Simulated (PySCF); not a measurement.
In(All)2(H), SMILES C=C[CH2][InH][CH2]C=C, singlet, GFN2-xTB optimised geometry.

```
18

In    -0.73     1.47     0.00
C      1.57     1.47     0.00
C      2.02     0.08    -0.02
C      2.35    -0.59    -1.11
H      1.87     2.02     0.90
H      1.86     2.03    -0.89
H      2.07    -0.42     0.95
H      2.33    -0.13    -2.09
H      2.68    -1.62    -1.08
C     -2.05    -0.41     0.00
C     -1.17    -1.58     0.00
C     -0.79    -2.24     1.10
H     -2.68    -0.34    -0.89
H     -2.66    -0.34     0.90
H     -0.80    -1.90    -0.96
H     -1.15    -1.95     2.07
H     -0.14    -3.09     1.05
H     -1.57     3.09     0.00
```

Density from PySCF 2.14.0 with PBE0/def2-SVP, def2 effective core potentials past Kr at that geometry. The core electrons that the potentials of In replace are not part of the density.

Minimum of the electron density along straight lines between bonded atoms, close to the bond critical point (lines longer than 1.1 times the sum of covalent radii, or with two minima, are not listed):

```
bond     length / Å  ρ at the minimum / e bohr⁻³  ∇²ρ there / e bohr⁻⁵  position (fraction from the first atom)
-------  ----------  ---------------------------  --------------------  ---------------------------------------
In1–C2        2.304                        0.075                  0.12                                     0.50
C2–C3         1.462                        0.271                 -0.65                                     0.50
C3–C4         1.330                        0.340                 -0.90                                     0.51
C2–H5         1.090                        0.272                 -0.97                                     0.63
C2–H6         1.091                        0.272                 -0.98                                     0.63
C3–H7         1.085                        0.281                 -1.06                                     0.63
C4–H8         1.080                        0.279                 -1.04                                     0.62
C4–H9         1.076                        0.282                 -1.06                                     0.63
In1–C10       2.304                        0.075                  0.12                                     0.50
C10–C11       1.462                        0.271                 -0.65                                     0.50
C11–C12       1.330                        0.340                 -0.90                                     0.51
C10–H13       1.090                        0.272                 -0.97                                     0.63
C10–H14       1.091                        0.272                 -0.98                                     0.63
C11–H15       1.085                        0.281                 -1.06                                     0.63
C12–H16       1.080                        0.279                 -1.04                                     0.62
C12–H17       1.076                        0.282                 -1.06                                     0.63
In1–H18       1.827                            …                     …                                     0.62
```

**Question.** Fill in the missing entries.

**Answer.** 
- In1–H18, ρ at the minimum / e bohr⁻³: 0.084
- In1–H18, ∇²ρ there / e bohr⁻⁵: 0.11
